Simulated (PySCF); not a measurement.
SnBr⁺: energy against distance

Set-up: basis Sn def2-SVP with ECP28, Br def2-SVP; scalar-relativistic core potentials; PySCF 2.14. Energies in eV from Sn⁺ + Br in their ground configurations at the same level. State: ¹Σ⁺ (singlet), closed shell.

All columns are LC-ωPBE. A positive dipole points towards Br; it is taken about the centre of mass and depends on that origin.

```json
{"R (Å)": "2.091", "E (eV)": "-2.239", "μ (D)": "-1.91", "Mulliken charge on Sn (basis-dependent)": "0.87", "HOMO (eV)": "-16.96", "LUMO (eV)": "-6.38", "Mayer bond order": "1.69", "⟨S²⟩": "0.00"}
{"R (Å)": "2.188", "E (eV)": "-2.970", "μ (D)": "-2.63", "Mulliken charge on Sn (basis-dependent)": "0.94", "HOMO (eV)": "-17.04", "LUMO (eV)": "-6.55", "Mayer bond order": "1.62", "⟨S²⟩": "0.00"}
{"R (Å)": "2.285", "E (eV)": "-3.342", "μ (D)": "-3.35", "Mulliken charge on Sn (basis-dependent)": "1.00", "HOMO (eV)": "-17.07", "LUMO (eV)": "-6.70", "Mayer bond order": "1.55", "⟨S²⟩": "0.00"}
{"R (Å)": "2.358", "E (eV)": "-3.452", "μ (D)": "-3.90", "Mulliken charge on Sn (basis-dependent)": "1.04", "HOMO (eV)": "-17.04", "LUMO (eV)": "-6.82", "Mayer bond order": "1.50", "⟨S²⟩": "0.00"}
{"R (Å)": "2.431", "E (eV)": "-3.453", "μ (D)": "-4.43", "Mulliken charge on Sn (basis-dependent)": "1.07", "HOMO (eV)": "-16.96", "LUMO (eV)": "-6.94", "Mayer bond order": "1.46", "⟨S²⟩": "0.00"}
{"R (Å)": "2.504", "E (eV)": "-3.374", "μ (D)": "-4.96", "Mulliken charge on Sn (basis-dependent)": "1.11", "HOMO (eV)": "-16.66", "LUMO (eV)": "-7.05", "Mayer bond order": "1.41", "⟨S²⟩": "0.00"}
{"R (Å)": "2.601", "E (eV)": "-3.176", "μ (D)": "-5.64", "Mulliken charge on Sn (basis-dependent)": "1.14", "HOMO (eV)": "-16.30", "LUMO (eV)": "-7.19", "Mayer bond order": "1.36", "⟨S²⟩": "0.00"}
{"R (Å)": "2.723", "E (eV)": "-2.831", "μ (D)": "-6.45", "Mulliken charge on Sn (basis-dependent)": "1.17", "HOMO (eV)": "-15.88", "LUMO (eV)": "-7.36", "Mayer bond order": "1.31", "⟨S²⟩": "0.00"}
{"R (Å)": "2.869", "E (eV)": "-2.337", "μ (D)": "-7.37", "Mulliken charge on Sn (basis-dependent)": "1.20", "HOMO (eV)": "-15.44", "LUMO (eV)": "-7.54", "Mayer bond order": "1.25", "⟨S²⟩": "0.00"}
{"R (Å)": "3.063", "E (eV)": "-1.632", "μ (D)": "-8.46", "Mulliken charge on Sn (basis-dependent)": "1.22", "HOMO (eV)": "-14.95", "LUMO (eV)": "-7.74", "Mayer bond order": "1.18", "⟨S²⟩": "0.00"}
```

A fit through these points gives, at Re = 2.395 Å, μ = -4.17 D and dμ/dR = -7.34 D/Å; the reduced mass is 47.59 u.

How strong is the fundamental in the double-harmonic approximation, I = 42.26·(dμ/dR)²/μred km/mol?

I = 42.26·(-7.34)²/47.59 = 47.8 km/mol at LC-ωPBE.

These are scalar-relativistic numbers at best; spin–orbit coupling would shift them, the dissociation energy most. For an ion De counts to the pair picked by the measured ionisation energies or electron affinities, which need not be the lowest pair at this level.
